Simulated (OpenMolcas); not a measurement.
Tc3+ among 2 point charges of -1 e arranged as a linear pair (D∞h).

```
Program             : OpenMolcas 26.06
Method              : SS-CASPT2, IPEA 0.25 Eh, imaginary shift 0.1 Eh (closed shells correlated: 4s 4p)
Basis               : ANO-RCC-VDZP [6s5p3d1f]
Scalar Hamiltonian  : DKH2, point nucleus
Active space        : 4 electrons in 5 orbitals (4d)
State averaging     : 2S+1 = 5 even, 5 roots; 2S+1 = 3 even, 45 roots; 2S+1 = 1 even, 50 roots
Spin-orbit coupling : state interaction with AMFI integrals over the reference wave functions
```

All point charges move together. At R = 1.99 Å the first state of the same spin is 4510 cm-1, and at R = 2.15 Å it is 3540 cm-1.

Question: A third run gives 2850 cm-1. What distance was it run at?

Answer: With a power law R^-n the two known points give n = -ln(3540 / 4510) / ln(2.15 / 1.99) = 3.13. Then R = 1.99 × (4510 / 2850)^(1/3.13) = 2.304 Å. The run was at 2.3 Å, so the estimate is off by +0.004 Å.

Roots that are degenerate in the reference are averaged as groups; the widest CASPT2 spread within a group is 100 cm-1 (the 2-fold group of multiplicity 1 near 73600 cm-1 above the lowest state of its run, R = 2.15). Shifts and gaps below about the spread of the groups concerned are not significant. Point charges give a weaker field than real ligands, and real ions of this kind are as a rule low spin; the high spin found here belongs to the model. Free-ion shares, where given, are those of the reference states; single-state CASPT2 does not remix them. Point charges carry no covalency, so the field is a model and not that of real ligands. No measured value stands beside these numbers.
